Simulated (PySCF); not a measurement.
Species: C₈H₉FO.
Atom-mapped SMILES: `[CH3:1][CH2:2][c:3]1[cH:4][cH:5][cH:6][c:7]([OH:8])[c:9]1[F:10]` (hydrogens: H11, H12, H13 on C1; H14, H15 on C2; H16 on C4; H17 on C5; H18 on C6; H19 on O8)

Torsions of this conformer, `[CH3:1][CH2:2][c:3]1[cH:4][cH:5][cH:6][c:7]([OH:8])[c:9]1[F:10]`: C1–C2–C3–C4 -99°, H–O8–C7–C6 180°.

The closed-shell ground state was solved at several levels (PySCF, density fitting, gas phase, non-relativistic). One conformer (not necessarily the lowest) at the PBE0-D3(BJ)/def2-SVP geometry, without solvent, vibrations or thermal averaging.

```json
{"level": "PBE0/pcSseg-1", "basis functions": "215", "total energy (Eh)": "-484.7414", "HOMO (eV)": "-6.60", "LUMO (eV)": "-0.26", "gap (eV)": "6.34", "dipole (D)": "1.11"}
{"level": "mPW1PW91/pcSseg-1", "basis functions": "215", "total energy (Eh)": "-485.1712", "HOMO (eV)": "-6.63", "LUMO (eV)": "-0.28", "gap (eV)": "6.35", "dipole (D)": "1.13"}
```

(1) What might CAM-B3LYP/def2-SVPD (278 basis functions) give for the same quantities?

(2) How far do the dipole and the HOMO energy spread over the levels?

Answers

(1) Total energy -484.7865 Eh, HOMO -7.88 eV, LUMO 0.72 eV, gap 8.60 eV, dipole 1.25 D.

(2) The dipole runs from 1.11 to 1.25 D (mean 1.16 D) and the HOMO from -7.88 to -6.60 eV.
